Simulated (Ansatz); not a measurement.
Consider the redistribution: `N[SiH](N)F` + `C[N](C)[Mg][NH2]` → `CN(C)[SiH](N)F` + `[NH2][Mg][NH2]`.

Gas-phase electronic energies from Ansatz, PBE0-D4/def2-TZVP geometries. CCSD(T)/CBS adds triple-zeta CCSD(T) − MP2 to the extrapolated MP2 energy (def2 sets, frozen cores). Functionals use def2-TZVPP. B3LYP here is the variant with VWN-RPA as its local correlation; programs differ in this. For Mg outer-core shells are correlated without core-valence functions, which leaves a few kJ/mol of doubt a bond. Each species was taken in one conformer, which may not be the lowest.

| level | ΔE (kcal/mol) | difference from CCSD(T)/CBS |
| --- | --- | --- |
| PBE-D4 | -3.3 | -0.1 |
| r2SCAN-D4 | -3.2 | 0.0 |
| PBE0-D4 | -3.5 | -0.3 |
| B3LYP-D4 | -3.8 | -0.6 |
| ωB97X-V | -4.0 | -0.8 |
| ωB97M-V | -4.0 | -0.8 |
| B2PLYP | -2.9 | 0.3 |
| PBE | -2.5 | 0.7 |
| r2SCAN | -3.0 | 0.2 |
| PBE0 | -2.7 | 0.5 |
| B3LYP | -2.5 | 0.7 |
| HF/def2-TZVPP | -2.5 | 0.7 |
| MP2/def2-TZVPP | -3.6 | -0.4 |
| SCS-MP2/def2-TZVPP | -3.4 | -0.2 |
| CCSD/def2-TZVPP | -3.4 | -0.2 |
| CCSD(T)/def2-TZVPP | -3.4 | -0.2 |
| HF/def2-QZVPP | -2.4 | 0.8 |
| MP2/def2-QZVPP | -3.4 | -0.2 |
| SCS-MP2/def2-QZVPP | -3.2 | 0.0 |
| HF/CBS(def2) | -2.4 | 0.8 |
| MP2/CBS(def2) | -3.4 | -0.2 |
| CCSD/CBS(def2) | -3.2 | 0.0 |
| CCSD(T)/CBS | -3.2 | 0 |

Largest T1 diagnostic among the species: 0.011.

The D4 term adds −1.3 kcal/mol with B3LYP and −0.8 kcal/mol with PBE0; it sums over pairs of atoms, weighted by their polarisabilities, and B3LYP, whose exchange is more repulsive, gets the larger term. In def2-TZVPP, CCSD(T) changes the Hartree–Fock value by −0.9 kcal/mol (the triples alone add −0.1 kcal/mol) and MP2 by −1.1 kcal/mol.
